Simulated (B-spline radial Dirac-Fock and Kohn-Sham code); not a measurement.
# Dipole and non-dipole photoemission parameters of Tl 4d3/2

System: neutral thallium, configuration [Xe] 4f14 5d10 6s2 6p1; threshold 405.7 eV (tabulated edge). Level of theory: Dirac-Hartree-Slater photoionisation with a Latter tail; cross sections with all multipoles, angular parameters from the dipole term and its interference with E2; an atomic code on a B-spline grid.

Input of the calculation (task.json; shells as n, l, electrons):

```json
{"items": [{
  "Z": 81,
  "q": 0,
  "cfg": [[1, 0, 2], [2, 0, 2], [2, 1, 6], [3, 0, 2], [3, 1, 6], [3, 2, 10], [4, 0, 2], [4, 1, 6], [4, 2, 10], [4, 3, 14], [5, 0, 2], [5, 1, 6], [5, 2, 10], [6, 0, 2], [6, 1, 1]],
  "A": 205,
  "rrms": 5.4759,
  "do": "xps",
  "hv": [58.0, 70.5, 73.8, 128.0, 177.0, 200, 204.0, 291.0, 335.0, 513.0, 568.0, 600, 861.0, 1000, 1253.6, 1980.0, 2190.0, 2320.0, 2984.4, 3020.0, 3450.0, 3560.0, 4090.0, 4250.0, 4560.0, 5020.0, 5414.7, 6000, 6600.0, 8047.8],
  "edges": {"K": 85530.0, "L1": 15347.0, "L2": 14698.0, "L3": 12658.0, "M1": 3704.0, "M2": 3416.0, "M3": 2957.0, "M4": 2485.0, "M5": 2389.0, "N1": 846.2, "N2": 720.5, "N3": 609.5, "N4": 405.7, "N5": 385.0, "N6": 122.2, "N7": 117.8, "O1": 136.0, "O2": 94.6, "O3": 73.5}
}]}
```

Run with: `python xray2_run.py task.json out`

For linearly polarised light dσ/dΩ = σ/(4π) [1 + β P₂(cos θ) + (δ + γ cos²θ) sin θ cos φ], with θ from the polarisation vector and φ the angle between the beam and the projection of the electron momentum on the plane normal to the polarisation.

```
hν (eV)  σ (kb)       β       γ      δ
    513     185  -0.776  -0.063  0.073
    568     212  -0.623  -0.172  0.153
    600     222  -0.474  -0.147  0.170
    861     220   0.401   0.180  0.077
   1000     196   0.644   0.172  0.040
 1253.6     151   0.914   0.078  0.011
   1980    71.1   1.234  -0.053  0.012
   2190    58.4   1.277  -0.047  0.016
   2320       ?       ?       ?      ?
 2984.4    30.0   1.363   0.064  0.033
   3020    29.2   1.365   0.071  0.034
   3450    21.4   1.383   0.160  0.042
   3560    19.8   1.386   0.184  0.044
   4090    14.0   1.393   0.304  0.053
   4250    12.7   1.394   0.340  0.056
   4560    10.6   1.392   0.412  0.061
   5020    8.23   1.387   0.516  0.069
 5414.7    6.70   1.381   0.603  0.075
   6000    5.05   1.368   0.728  0.084
   6600    3.85   1.353   0.849  0.093
 8047.8    2.16   1.313   1.115  0.114
```

Q: Give the values at 2320 eV.

A: σ = 52.0 kb, β = 1.298, γ = -0.036, δ = 0.019.
